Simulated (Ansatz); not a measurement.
Ideal-gas functions of C₃H₅B (`BC#CC`) at 800 K and 1 bar, from an Ansatz frequency run at PBE0-D4/def2-TZVP.

Molar mass 51.88 g/mol, point group C1 (symmetry number 1), electronic degeneracy 1, moments of inertia 5.311, 141.043, 143.225 u Å². Harmonic wavenumbers (cm⁻¹, unscaled): 16, 164, 184, 378, 428, 739, 873, 993, 1030, 1047, 1140, 1260, 1397, 1454, 1467, 2282, 2590, 2667, 3046, 3114, 3121.

Use S(trans) = R[1.5 ln M + 2.5 ln T − 1.1517]; rotational temperatures θ = 24.2544 K / I; S(rot) = R[ln(√π/σ · √(T³/θAθBθC)) + 1.5]; for each mode x = 1.438777 ν̃/T, S = R[x/(eˣ − 1) − ln(1 − e⁻ˣ)] and H = RT x/(eˣ − 1); 1 cm⁻¹ = 0.0119627 kJ/mol; R = 8.31446 J/(mol·K).

Problem. By hand: the entropy, in J/(mol·K).

Solution. Translation 178.6. Rotation: θ = 4.5668, 0.172, 0.1693 K, giving 109.0. Vibration, mode by mode: 37.82, 18.50, 17.55, 11.68, 10.69, 6.54, 5.37, 4.52, 4.28, 4.18, 3.66, 3.09, 2.55, 2.35, 2.31, 0.71, 0.45, 0.40, 0.23, 0.20, 0.20, in all 137.3. Electronic 0.0. Sum 424.9 J/(mol·K).

Problem. By hand: H − E and G − E in kJ/mol, counted from the electronic energy.

Solution. Zero-point energy ½ × 29390 × 0.0119627 = 175.8; thermal vibration 49.2; translation, rotation and pV give 4 RT = 26.6. H − E = 251.6 kJ/mol, and G − E = 251.6 − 800 × 424.9/1000 = -88.3 kJ/mol.

Vibration gives 32 % of the entropy, 37.8 J/(mol·K) of it from the mode under 150 cm⁻¹: soft modes count most, and the harmonic formula is weakest for them. The sum counts one conformer and one mirror image; others add a mixing term.
